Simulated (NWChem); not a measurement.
Species: InSiH₃OF₂; SMILES [F][In]([F])[O][SiH3]

```xyz
8

In     0.0116     0.6124     0.0005
F      1.2522     2.1002    -0.0029
F     -1.8862     1.0278    -0.0002
O      0.6814    -1.2324     0.0059
Si     0.0158    -2.7576    -0.0022
H     -0.8513    -2.9737     1.1980
H      1.1333    -3.7447     0.0148
H     -0.8161    -2.9756    -1.2267
```
Atoms are numbered in this order, from 1.

Computed with NWChem. The geometry was optimised at PBE0/def2-SVP (def2 core potentials past Kr). No frequency run checked for a minimum.

Question: Estimate the computed values for B3LYP/3-21G, non-relativistic. Quantities: highest occupied level (eV); orbital gap (eV); dipole (D).

Answer: 
| Quantity | Value |
|---|---|
| highest occupied level (eV) | -8.01 |
| orbital gap (eV) | 5.37 |
| dipole (D) | 1.04 |
